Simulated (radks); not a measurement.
Sb21.2+, 29.8 electrons, occupied as [Ne] 3s2 3p(up 3, down 2.8) 3d10 4s2 (fractional occupations, a model configuration).

Calculated with a radial shooting solver on a logarithmic mesh with Libxc functionals: scalar-relativistic Kohn-Sham, BLYP, spin-polarised, spherical densities, finite nucleus; Fermi nuclear charge, rms radius 4.6802 fm.

Energy parts (eV):
total: -170926.180
kinetic: 179005.086
electron-nucleus: -393804.464
Hartree: 47936.792
exchange-correlation: -4063.594

Orbitals (lengths in bohr, moments of r in powers of bohr; r(max) is where P^2 peaks):
| orbital | occ. | eigenvalue (eV) | <r> | r(max) | <r^2> | <r^4> |
|---|---|---|---|---|---|---|
| 1s up | 1 | -30950.80 | 0.02842 | 0.01835 | 0.001094 | 3.123e-06 |
| 1s down | 1 | -30950.46 | 0.02842 | 0.01835 | 0.001094 | 3.123e-06 |
| 2s up | 1 | -5239.016 | 0.1224 | 0.1036 | 0.01767 | 0.0005355 |
| 2s down | 1 | -5238.819 | 0.1224 | 0.1036 | 0.01767 | 0.0005354 |
| 2p up | 3 | -4770.704 | 0.1069 | 0.08294 | 0.01395 | 0.0003848 |
| 2p down | 3 | -4770.384 | 0.1069 | 0.08294 | 0.01395 | 0.0003848 |
| 3s up | 1 | -1495.737 | 0.3260 | 0.2976 | 0.1212 | 0.02216 |
| 3s down | 1 | -1495.098 | 0.3260 | 0.2976 | 0.1213 | 0.02217 |
| 3p up | 3 | -1342.556 | 0.3228 | 0.2905 | 0.1206 | 0.02286 |
| 3p down | 2.8 | -1341.912 | 0.3228 | 0.2905 | 0.1206 | 0.02287 |
| 3d up | 5 | -1112.090 | 0.2969 | 0.2402 | 0.1038 | 0.01923 |
| 3d down | 5 | -1111.543 | 0.2969 | 0.2402 | 0.1038 | 0.01924 |
| 4s up | 1 | -656.2239 | 0.6889 | 0.6676 | 0.5323 | 0.3946 |
| 4s down | 1 | -656.0848 | 0.6890 | 0.6678 | 0.5326 | 0.3949 |

The highest occupied level is 4s down at -656.08 eV. Spin moment in Bohr magnetons: 0.2. The spin density at the nucleus is -0.036 e/bohr^3 (1s -1.305, 2s 0.438, 3s 0.540, 4s 0.292). Summed over all electrons, <r^2> = 3.166 bohr^2, which gives a Langevin (diamagnetic) susceptibility term of -2.51 x 10^-6 cm^3/mol. The density falls to 0.001 e/bohr^3 at r = 1.48 bohr.
